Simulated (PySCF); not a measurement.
CH5InO, SMILES [CH3][InH][OH]. Atoms are numbered in the order given.

```xyz
8

In     0.2917     0.0509     0.0000
H      1.9494     0.5670     0.0000
C     -0.7112    -1.8678     0.0000
H     -0.4301    -2.4451     0.8932
H     -1.7959    -1.6931     0.0000
H     -0.4301    -2.4451    -0.8932
O     -1.0788     1.5379     0.0000
H     -0.6909     2.4233     0.0000
```
Charge 0, spin multiplicity 1.

Geometry optimised at B3LYP-D3(BJ)/def2-SVP. The def2 effective core potentials stand for the cores of In; spin–orbit coupling is left out. One conformer was computed; it need not be the lowest.

Method: r2SCAN/def2-TZVPD in PySCF.

Gas-phase values at a fixed geometry.

```json
{
  "total_energy": "-306.53222 hartree",
  "point_group": "Cs",
  "highest_occupied_level": "-6.80 eV",
  "lowest_empty_level": "-1.59 eV",
  "orbital_gap": "5.21 eV",
  "dipole_moment": "1.86 D",
  "quadrupole, principal values (traceless, Buckingham form, about the centre of nuclear charge)": "-8.20, 3.48, 4.72 D·Å",
  "mean_static_polarisability": "58.5 bohr³ (8.67 Å³)",
  "polarisability_principal_values": "44.7, 59.7, 71.0 bohr³"
}
```
